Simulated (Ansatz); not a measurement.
Geometry optimisation, RKS PBE0-D4/def2-SVP in Ansatz.

The input (input.yaml):

```yaml
crystal:
  periodic: [false, false, false]
  atoms:
    - { symbol: O, position_ang: [0.345, 0.5181, -1.281] }
    - { symbol: Cu, position_ang: [0.3246, -1.0645, -0.3544] }
    - { symbol: S, position_ang: [0.0755, -1.1993, 1.7098] }
    - { symbol: H, position_ang: [-0.6032, 0.4478, -1.1687] }
    - { symbol: H, position_ang: [0.5516, 1.2348, -0.6355] }
    - { symbol: H, position_ang: [-0.6514, -0.0009, 1.6836] }
basis:
  gaussian: { orbitals: def2-SVP }
hamiltonian:
  xc: pbe0
  dispersion: d4
relax:
  f_tol: 0.015
  max_steps: 40
```

Run as:

```bash
$ ansatz run input.yaml --threads 1 --pin off --max-ram 2048MiB --backend cpu --events-out ev --progress --plain --runs-dir out
```

Where does it end, and by what steps?

The run converged. After 9 steps the energy has fallen by 1.025 eV; H6 moved furthest, 1.15 Å. Parted: Cu2–H4.

```tsv
step	energy less start (eV)	largest force component (eV/Å)	accepted
0	0.0000	2.789	yes
1	-0.4502	1.283	yes
2	-0.7256	0.552	yes
3	-0.8301	0.551	yes
4	-0.9316	0.306	yes
5	-0.9948	0.200	yes
6	-1.0223	0.152	yes
7	-1.0249	0.023	yes
8	-1.0250	0.018	yes
9	-1.0250	0.002	yes
```

```xyz
6
Properties=species:S:1:pos:R:3
O 0.305 0.551 -1.483
Cu 0.155 -0.486 0.183
S 0.000 -1.617 1.977
H -0.525 0.766 -1.927
H 0.801 1.377 -1.426
H -0.694 -0.654 2.629
```

Whether the end is a true minimum wasn't checked by a vibrational analysis.

The run took 36 s on 1 thread of Arm Neoverse V2, on a shared host, peak memory 0.16 GiB.
